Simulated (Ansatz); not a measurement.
One arrangement of a pair

The pair of HBr (SMILES Br, atoms 1–2) and CH$_{4}$S (SMILES CS, atoms 3–8), both closed shells, in one local arrangement (a lower one may exist), relaxed at PBE0-D4/def2-TZVP:

```xyz
8
angstrom
Br -0.3245 -0.0789 -2.9472
H 0.4649 0.1149 -1.7304
C -0.3195 -0.3783 0.9205
S 1.2089 0.3582 0.3018
H -0.5374 -0.0308 1.9287
H -0.1480 -1.4540 0.9457
H -1.1529 -0.1707 0.2505
H 0.8084 1.6395 0.3305
```

Computed with Ansatz 0.2.0 (basis: def2-TZVPPD, with def2-QZVPPD for the basis limit); correlated methods freeze the cores. Filled d shells of the heavier atoms are correlated. The def2 sets are not built for correlating such inner shells, so the correlated values are less sure here. B3LYP uses VWN-RPA correlation. Extrapolation: Hartree–Fock as exp(−7.88 √X), correlation as X^−2.97. Interaction energies count from these two fragments, frozen as in the pair, with the counterpoise correction; negative means bound.

Q: What is the interaction energy by CCSD(T) at an estimated basis limit (MP2 extrapolated from triple and quadruple zeta, plus CCSD(T) − MP2 in triple zeta)? (An estimate is asked for; the value comes from the calculation.)

A: By the calculation: -20.6 kJ/mol. Hartree–Fock alone gives 2.0 kJ/mol at the basis limit, so without correlation the pair would not bind at this distance. It counts from the two fragments frozen as in the pair.

The same quantity by other methods in triple zeta, and each one's difference from that estimate:
| method | E_int (kJ/mol) | difference |
| --- | --- | --- |
| PBE-D4 | -30.8 | -10.2 |
| revPBE-D4 | -27.7 | -7.1 |
| BLYP-D4 | -25.8 | -5.2 |
| r2SCAN-D4 | -28.2 | -7.6 |
| B97M-V | -21.4 | -0.7 |
| PBE0-D4 | -27.5 | -6.9 |
| B3LYP-D4 | -24.4 | -3.7 |
| HSE06-D4 | -27.7 | -7.1 |
| wB97X-V | -19.7 | 0.9 |
| wB97M-V | -19.3 | 1.3 |
| B2PLYP | -17.0 | 3.6 |
| HF | 1.7 | 22.3 |
| MP2 | -21.3 | -0.7 |
| CCSD | -12.2 | 8.4 |
| CCSD(T) | -15.7 | 5.0 |
Differences are method less estimate.

Q: Which atoms make the shortest contact between the fragments?

A: H2 and S4, 2.18 Å apart.

Energy to bend the free fragments (PBE0-D4 minima) into their shapes in the pair, CCSD(T)/def2-TZVPPD: HBr 2.6 kJ/mol; CH$_{4}$S 0.1 kJ/mol. This must be added to the interaction energy to get the binding energy from relaxed fragments.

Basis-set superposition shift (counterpoise-corrected less uncorrected): CCSD(T) 4.9; MP2 4.9; HF 0.7; PBE0-D4 0.7; wB97M-V 0.7 kJ/mol.

No T1 diagnostic of these runs exceeds 0.010.

For scale, one of the runs: CCSD(T)/def2-TZVPPD, 230 basis functions, launched by `ansatz run in.yaml --threads 4 --pin off --events-out ev --progress --plain --max-ram 9574MiB`. The run took 30 s on 4 CPU threads of an Intel Xeon 6975P-C (shared host), with 4.1 GiB of host memory at its peak.
